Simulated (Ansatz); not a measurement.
## A ladder of methods for AsH3 (SMILES [H][As]([H])[H])

AsH3 has 4 atoms, charge 0, and is taken as a singlet. As SMILES, `[H][As]([H])[H]`. Geometry: a GFN2-xTB relaxation, a rough one for these elements and not checked as a minimum.

| atom | x (Å) | y (Å) | z (Å) |
| --- | --- | --- | --- |
| As | -0.0044 | 0.0055 | 0.6560 |
| H | 1.2165 | -0.0297 | -0.2079 |
| H | -0.5828 | 1.0611 | -0.2323 |
| H | -0.6294 | -1.0369 | -0.2157 |

Each level gives the energy change with the As1–H2 bond stretched from 1.496 to 3.740 Å (eV). The values are calculated.

| level | kind | program | value (eV) |
| --- | --- | --- | --- |
| PBE/STO-3G (restricted) | GGA | Ansatz | 6.32 |
| CAM-B3LYP/STO-3G (restricted) | range-separated hybrid | Ansatz | 7.77 |
| B2PLYP/STO-3G (restricted) | double hybrid | Ansatz | 5.94 |
| MP2/STO-3G (restricted) | perturbation theory | Ansatz | 5.26 |
| BCCD(T)/STO-3G (restricted) | coupled cluster or CI | Ansatz | 4.07 |
| CCSD(T)/STO-3G (restricted) | coupled cluster or CI | Ansatz | ? |
| CCSD/STO-3G (restricted) | coupled cluster or CI | Ansatz | 4.07 |
| CCSDT/STO-3G (restricted) | coupled cluster or CI | Ansatz | 4.07 |
| FCI/STO-3G | exact in the basis | Ansatz | 4.08 |

Estimate the missing values from the other rows.

As computed at these levels: CCSD(T)/STO-3G (restricted): 4.06 eV. All-electron rows without a relativistic Hamiltonian named are non-relativistic. The first shape isn't each level's own minimum. The values span 4.06 to 7.77 eV. All rows use very small basis sets, so even the best lies far from the true value. In the correlated wave-function rows the outer d shell of As is correlated, in sets not made for it.
